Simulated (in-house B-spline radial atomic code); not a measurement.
The numbers below are computed, except where a source is named.
**Correlation energy from the adiabatic connection: −Z exp(−kr)/r, Z = 3.84, k = 0.121**

Two electrons in a singlet, external potential −Z exp(−kr)/r, Z = 3.84, k = 0.121 (atomic units). Full CI in B-splines (partial waves to l = 8, correlation up to 0.6 % small) with the density held fixed gives W(λ) = <V_ee>_λ − U, and E_c is the integral of W(λ) − W(0) from 0 to 1.

```csv
λ,W(λ) − W(0) (hartree)
0,0.00000
0.02,-0.00188
0.05,-0.00468
0.12,-0.01116
0.25,-0.02294
0.4,-0.03615
0.6,-0.05314
0.8,-0.06947
1,-0.08517
```

(1) Integrate the table by the trapezoid rule.

(2) Now use only three numbers: W(0) = -2.174, the initial slope W'(0) = -0.0942 (extrapolated from the first points) and the strong-coupling limit of the point-charge-plus-continuum model, W∞ = -3.0912. What do second-order theory and the interpolation W(λ) = W∞ + (W(0) − W∞)/√(1 + 2χλ) of Seidl, Perdew and Levy give?

Answers

(1) The strips give -0.00002, -0.00010, -0.00055, -0.00222, -0.00443, -0.00893, -0.01226, -0.01546, which sum to -0.04397 hartree. The direct value, W(1) − W(0) + T_c with T_c = 0.04115, is -0.04401; the curve is convex, so chords lie above it and the trapezoids fall short in size by 0.09 %.

(2) Second order keeps the slope alone: E_c = W'(0)/2 = -0.04710, +7 % in size against -0.04401. Matching the slope fixes χ = W'(0)/(W∞ − W(0)) = -0.0942/(-0.91720) = 0.10270. Integrating, with s = √(1 + 2χ) = 1.097911, E_c = −(W(0) − W∞)(s − 1)/(s + 1) = −0.91720 × 0.097911/2.097911 = -0.04281 hartree, -2.7 % in size against the full result. At λ = 1 the formula gives W − W(0) = -0.08180 against -0.08517. Part of the miss can come from the model's W∞.
